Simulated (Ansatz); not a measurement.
Mulliken charges of C₂F₄O (`O=C(F)C(F)(F)F`) from r2SCAN/def2-TZVPP in Ansatz (PBE0-D4/def2-TZVP geometry).

| atom | x (Å) | y (Å) | z (Å) | charge (e) |
| --- | --- | --- | --- | --- |
| O1 | 1.065 | -1.395 | 0.699 | -0.194 |
| C2 | 0.091 | -0.798 | 0.435 | 0.292 |
| F3 | -1.134 | -1.202 | 0.743 | -0.137 |
| C4 | 0.017 | 0.552 | -0.307 | 0.476 |
| F5 | -0.698 | 0.416 | -1.419 | -0.149 |
| F6 | -0.569 | 1.460 | 0.468 | -0.149 |
| F7 | 1.228 | 0.967 | -0.619 | -0.138 |

Problem. By hand: the dipole of these point charges (1 e Å = 4.8032 D).

Solution. Σ q r = (0.003, 0.052, -0.029) e Å, of length 0.060 e Å = 0.29 D.

Problem. How does the dipole of the full density compare? (Estimate.)

Solution. Computed: (-0.126, 0.090, -0.041) e Å, 0.77 D; the point charges give 0.38 times that, at 55° from its direction.

Point charges leave out the atoms' own dipoles, such as those of lone pairs, and Mulliken's split depends on the basis, so the two needn't agree.
